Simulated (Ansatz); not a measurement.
Born–Oppenheimer molecular dynamics of CH₄BClO (8 atoms, charge 0, multiplicity 1). It starts at the highest image of a converged band. Of that band: Neighbouring images differ by up to 2.1 eV, so the band resolves the path poorly. A vibrational analysis at the climbing image gives one clearly imaginary mode, 1227i cm⁻¹: a first-order saddle point.

Method: UKS PBE0/def2-SVPD in Ansatz.

```json
{
  "ensemble": "NVE (velocity Verlet)",
  "time step": "0.5 fs",
  "steps asked": "200",
  "starting velocities drawn for": "100 K",
  "seed": "11304"
}
```

First frame:

```xyz
8
Properties=species:S:1:pos:R:3
B -0.633 -0.357 -0.714
C 0.468 0.323 0.543
O -0.478 -1.613 -0.855
H 0.308 -0.884 0.106
Cl -1.643 0.905 -1.430
H -0.252 0.774 1.235
H 1.016 1.069 -0.043
H 1.215 -0.217 1.157
```

**Question.** What does the run give?

**Answer.** The run went to its last step.

```yaml
steps_done: 200
time_covered: 100 fs
mean_temperature_over_the_second_half: 1767 K
spread_of_the_potential_energy_over_the_second_half: 62.1 meV per atom
mean_potential_energy_of_the_second_half_above_the_start: -162.0 meV per atom
```

The conserved energy stayed within 2.1 meV per atom of its start (net change -0.59 meV per atom), so the integration is sound. The system heated up, since it started high on the potential surface and ran downhill. A run of 0.1 ps of so small a system gives no equilibrium averages. The orbitals stay closed-shell, which can raise the energy where a bond breaks towards radicals; this wasn't checked here.

**Question.** What happens to the structure?

**Answer.** The step under study would form C2–H4 and break B1–C2, O3–H4. These pairs go: C2–H4 1.29 → 3.18 Å, B1–C2 1.80 → 1.35 Å, O3–H4 1.44 → 0.90 Å. In the last frame they stand as before the step (other bonds may differ from the relaxed reactants and products). Also parted: B1–H4 1.35 → 1.93 Å. It ends as one piece, CH4BClO. Pairs count as bonded within 1.25 times the sum of covalent radii (0.12 Å more for H–H). This is one draw of velocities; another would differ in detail.

**Question.** How do temperature and energy run in time?

**Answer.** 
| time (fs) | T (K) | potential energy less start (eV) | conserved less start (meV/atom) |
| --- | --- | --- | --- |
| 0.0 | 100 | 0.000 | 0.00 |
| 8.0 | 62 | 0.030 | 0.03 |
| 16.0 | 1149 | -0.812 | 0.14 |
| 24.0 | 1833 | -1.343 | 0.15 |
| 32.0 | 1402 | -1.008 | 0.18 |
| 40.0 | 2489 | -1.856 | -0.38 |
| 48.0 | 1168 | -0.823 | 0.71 |
| 56.0 | 2651 | -1.985 | -0.82 |
| 64.0 | 1159 | -0.834 | -1.61 |
| 72.0 | 2328 | -1.741 | -1.67 |
| 80.0 | 1512 | -1.099 | -0.50 |
| 88.0 | 2607 | -1.946 | -0.28 |
| 96.0 | 1537 | -1.115 | -0.13 |

Time of the run: 11 min on 4 threads of Arm Neoverse N1 (shared host), peak memory 0.3 GiB.
